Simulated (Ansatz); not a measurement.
Start from `C[SiH](N)[CH2][AlH2]` and change one atom or group to get `C[SiH](N)[TeH]`.

Ansatz, PBE0-D4/def2-TZVP geometries, multiplicity 1. Each molecule was computed in one conformer, which needn't be the lowest.

Elements past krypton have def2 core potentials.

```json
{"property": "LUMO energy (B3LYP/def2-TZVPP) / eV", "`C[SiH](N)[CH2][AlH2]`": "-1.52"}
{"property": "HOMO–LUMO gap (B3LYP/def2-TZVPP) / eV", "`C[SiH](N)[CH2][AlH2]`": "5.37"}
{"property": "LUMO energy (PBE/def2-TZVPP) / eV", "`C[SiH](N)[CH2][AlH2]`": "-2.08"}
{"property": "HOMO energy (PBE/def2-TZVPP) / eV", "`C[SiH](N)[CH2][AlH2]`": "-5.75"}
{"property": "LUMO energy (PBE0/def2-TZVPP) / eV", "`C[SiH](N)[CH2][AlH2]`": "-1.31"}
{"property": "HOMO–LUMO gap (PBE/def2-TZVPP) / eV", "`C[SiH](N)[CH2][AlH2]`": "3.67"}
```

Task: Give the same properties after the change, and the shifts. (An estimate is asked.)

Result: The calculation gave: 
| property | `C[SiH](N)[TeH]` | shift |
| --- | --- | --- |
| LUMO energy (B3LYP/def2-TZVPP) / eV | -0.57 | 0.95 |
| HOMO–LUMO gap (B3LYP/def2-TZVPP) / eV | 5.45 | 0.08 |
| LUMO energy (PBE/def2-TZVPP) / eV | -1.16 | 0.92 |
| HOMO energy (PBE/def2-TZVPP) / eV | -5.22 | 0.53 |
| LUMO energy (PBE0/def2-TZVPP) / eV | -0.35 | 0.96 |
| HOMO–LUMO gap (PBE/def2-TZVPP) / eV | 4.07 | 0.40 |

With PBE0 the HOMO rises by 0.87 eV and the LUMO rises by 0.96 eV, so the gap widens by about 0.09 eV. PBE moves the HOMO by 0.53 eV and ωB97M-V by 1.11 eV.

B3LYP here is the variant with VWN-RPA as its local correlation; programs differ in this.

Spin–orbit coupling is left out; it splits and shifts lone-pair levels of the heavy atoms by tenths of an eV.
